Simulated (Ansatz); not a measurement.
CH4BClSi, SMILES `Cl[SiH]1BC1`, relaxed with RKS PBE-D4/def2-SVP in the Gaussian-basis code of Ansatz from a rough embedded geometry. The force threshold is 0.03 eV/Å; the program also tests the step.

Charge 0, multiplicity 1.

Start:

```xyz
8

Cl   -2.535   -0.101    0.637
Si   -0.474   -0.554    0.762
B     0.537    1.005   -0.053
C     0.339   -0.370   -0.807
H     0.187   -0.845    2.038
H     0.870    2.152   -0.051
H    -0.254   -0.365   -1.696
H     1.329   -0.921   -0.829
```

```tsv
step	energy (eV)	largest force (eV/Å)	largest move (Å)
1	-22157.5372	2.541	0.000
2	-22158.0586	1.471	0.197
3	-22158.2827	1.104	0.195
4	-22158.3505	0.323	0.126
5	-22158.4142	0.545	0.166
6	-22158.4641	1.282	0.195
7	-22158.5439	1.040	0.060
8	-22158.6062	1.851	0.200
9	-22158.7023	0.360	0.077
10	-22158.7123	0.277	0.064
11	-22158.7181	0.180	0.031
12	-22158.7207	0.058	0.018
13	-22158.7214	0.058	0.024
14	-22158.7219	0.028	0.007
```

End:

```xyz
8

Cl   -2.521   -0.022    1.230
Si   -0.456   -0.130    0.985
B     0.545    1.070   -0.104
C     0.605   -0.218   -0.848
H    -0.021   -1.431    1.584
H     0.437    2.215   -0.468
H     0.506   -0.283   -1.949
H     0.905   -1.202   -0.431
```

Run time 18 s (2 threads of an Arm Neoverse V2 on a shared host); peak host memory 0.14 GiB.
